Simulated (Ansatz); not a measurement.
`NB(F)[CH2][GeH3]` + `CSC` → `CSCB(N)F` + `[CH3][GeH3]`  (formal exchange of groups at a B–C bond)

Isolated molecules relaxed with PBE0-D4/def2-TZVP in Ansatz; ΔE leaves out vibrations. CCSD(T)/CBS adds triple-zeta CCSD(T) − MP2 to the extrapolated MP2 energy (def2 sets, frozen cores). DFT in def2-TZVPP. For Ge outer-core shells are correlated without core-valence functions, which leaves a few kJ/mol of doubt a bond. Scalar relativity is left out up to krypton. One conformer a species, not always the lowest.

`NB(F)[CH2][GeH3]`:

Z-matrix (Å, degrees):
```
C
Ge 1 1.965
B 1 1.561 2 111.3
H 1 1.092 2 106.9 3 -123.7
H 1 1.093 2 106.5 3 120.7
H 2 1.540 1 109.7 3 64.7
H 2 1.537 1 110.6 3 -55.4
H 2 1.540 1 110.1 3 -175.8
F 3 1.347 1 118.7 2 81.7
N 3 1.398 1 124.3 2 -96.5
H 10 1.003 3 123.2 1 -1.8
H 10 1.006 3 122.2 1 177.6
```

`CSC`:

Z-matrix (Å, degrees):
```
C
S 1 1.795
H 1 1.090 2 107.2
H 1 1.092 2 111.2 3 118.7
H 1 1.092 2 111.2 3 -118.7
C 2 1.795 1 99.4 3 -180.0
H 6 1.092 2 111.2 1 61.3
H 6 1.090 2 107.2 1 -180.0
H 6 1.092 2 111.2 1 -61.3
```

`CSCB(N)F`:

Cartesian coordinates in Å:
```
C -1.937 -0.160 -1.481
S -0.729 0.788 -0.551
C -0.044 -0.493 0.509
B 1.290 -0.033 1.216
N 2.093 1.001 0.751
F 1.678 -0.706 2.312
H -2.426 0.529 -2.171
H -2.692 -0.590 -0.820
H -1.457 -0.954 -2.056
H 0.192 -1.375 -0.100
H -0.776 -0.807 1.258
H 1.859 1.529 -0.072
H 2.949 1.272 1.205
```

`[CH3][GeH3]`:

Z-matrix (Å, degrees):
```
C
Ge 1 1.953
H 1 1.091 2 110.3
H 1 1.090 2 110.3 3 120.0
H 1 1.090 2 110.3 3 -120.0
H 2 1.539 1 110.4 3 -59.8
H 2 1.539 1 110.4 3 60.2
H 2 1.539 1 110.4 3 -179.8
```

(1) Is it downhill or uphill in electronic energy at CCSD(T)/CBS, and by how much? (Best estimate.)

(2) What do these levels give: ωB97M-V, B2PLYP, r2SCAN, MP2/def2-TZVPP, SCS-MP2/def2-TZVPP, HF/CBS(def2)? (Estimate.)

Largest T1 diagnostic among the species: 0.011.

Answers

(1) The calculation gave: Uphill: ΔE = +1.0 kcal/mol.

(2) Computed: ωB97M-V 0.6, B2PLYP 0.9, r2SCAN 0.8, MP2/def2-TZVPP 1.0, SCS-MP2/def2-TZVPP 1.1, HF/CBS(def2) 1.5 kcal/mol.
